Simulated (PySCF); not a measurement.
C2H4N2Si.
Bonds: C1–N2 (double), N2–Si3, Si3–C4, C4–N5 (triple). Hydrogens: H6, H7 on C1; H8, H9 on Si3.

Method: PBE0-D3(BJ)/def2-SVP geometry optimisation, gas phase in PySCF; density fitting, grid level 1; the optimiser is geomeTRIC in internal coordinates, started from a GFN2-xTB structure with every atom displaced at random (about 0.01 Å).

Step 0: E = -12979.9485 eV
```
atom  x, y, z in Å  |  force x, y, z in eV/Å
C1     -1.7587   -0.4147   -0.3986   -2.051  -0.110   0.353
N2     -0.6007   -0.0792   -0.6345    1.818   0.298  -0.660
Si3     0.6562    0.7052    0.2080    1.156  -0.581   0.135
C4      2.0136   -0.6281    0.2311   -3.796   3.986  -0.024
N5      2.7984   -1.4343    0.2527    3.358  -3.422   0.092
H6     -2.3547   -0.8973   -1.1750   -0.334  -0.414  -0.297
H7     -2.3015   -0.1904    0.5321   -0.163  -0.067   0.393
H8      1.1152    1.7872   -0.6793    0.125   0.277   0.036
H9      0.4900    1.1345    1.6297   -0.113   0.033  -0.028
```

Problem. Estimate the geometry and energy of step 1. (The exact step hangs on the optimiser's Hessian estimate; all steps are aligned on step 0, rigid shifts and turns removed.)

Solution. E = -12980.1181 eV, largest force 0.526 eV/Å
```
atom  x, y, z in Å  |  force x, y, z in eV/Å
C1     -1.7809   -0.3991   -0.3912    0.338   0.121  -0.020
N2     -0.6096   -0.0679   -0.7257   -0.074  -0.126  -0.276
Si3     0.6872    0.6854    0.1433   -0.067   0.049   0.359
C4      2.0339   -0.5966    0.2926    0.132  -0.382  -0.336
N5      2.8203   -1.4526    0.2473   -0.249   0.400   0.174
H6     -2.4431   -0.8882   -1.1281   -0.053  -0.014   0.016
H7     -2.2201   -0.2389    0.6147   -0.017   0.022   0.064
H8      1.2425    1.8357   -0.6183   -0.061  -0.100  -0.039
H9      0.3277    1.1051    1.5317    0.052   0.030   0.057
```

The energy changes by -0.1696 eV. The first-order estimate −F·Δx gives -0.4009 eV and the mean of the old and new forces, exact on a quadratic surface, -0.1639 eV. The step makes an angle of 81° with the force vector and moves no atom by more than 0.192 Å.

What follows is the cost of the whole optimisation. Time: 37 s; peak memory 0.38 GiB. Hardware: one thread, Arm Neoverse N1 (aarch64), no GPU, shared host with 64 logical CPUs at a one-minute load of 50.
